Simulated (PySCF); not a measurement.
Species: tert-butyl isocyanate, C5H9NO.
Geometry (PBE0-D3(BJ)/def2-SVP, Å), atoms numbered from 1 in this order:
```xyz
16
C5H9NO angstrom
C     -0.1233   -0.9723    1.4743
C     -0.0394   -0.1354    0.1962
C     -0.1090    1.3569    0.5264
C     -1.1643   -0.5182   -0.7638
N      1.2147   -0.4122   -0.4678
C      2.4076   -0.3947   -0.3609
O      3.5802   -0.4207   -0.3659
H     -0.0215   -2.0421    1.2423
H     -1.0917   -0.8149    1.9727
H      0.6757   -0.6917    2.1772
H     -1.0651    1.5968    1.0154
H      0.7075    1.6438    1.2062
H     -0.0256    1.9602   -0.3894
H     -1.1172   -1.5900   -1.0056
H     -1.0778    0.0488   -1.7018
H     -2.1440   -0.3034   -0.3124
```

Theory: PySCF 2.14.0, density-fitted response routines, TDDFT CAM-B3LYP/def2-SVPD, vertical, gas phase, core orbitals frozen in the response.

Ground-to-excited transition dipoles (e·a0, same axes as the geometry; the sign carries no meaning), for the states with f of 0.002 or more among the lowest 9:

```tsv
state	E (eV)	μx	μy	μz
S2	7.131	-0.327	-0.066	-0.178
S3	7.589	-0.007	-0.132	0.050
S4	7.910	-0.093	-0.006	-0.049
S6	8.563	0.003	0.333	-0.126
S7	8.793	-0.023	0.132	0.349
S8	8.953	-0.604	0.015	0.029
S9	8.977	-0.038	0.120	-0.047
```

Q: What oscillator strength does each state have?

A: f = (2/3) ΔE |μ|² with ΔE in hartree (27.2114 eV).

```csv
state,|μ|² (au),|μ| (D),f
S2,0.143,0.96,0.025
S3,0.020,0.36,0.004
S4,0.011,0.27,0.002
S6,0.127,0.91,0.027
S7,0.140,0.95,0.030
S8,0.365,1.54,0.080
S9,0.018,0.34,0.004
```

Q: Which bond between heavy atoms lies closest to the direction of the S8 transition dipole?

A: C6–O7, at 2° from it; next N5–C6 at 8°.

Q: What angle do the transition dipoles of S6 and S7 make?

A: |cos θ| = |μa·μb| / (|μa| |μb|) = 0.00, so θ ≈ 90° (taken between 0 and 90°, since the signs are arbitrary).

The vertical ionisation energy (ΔSCF) is 10.28 eV, 1.30 eV above S9.
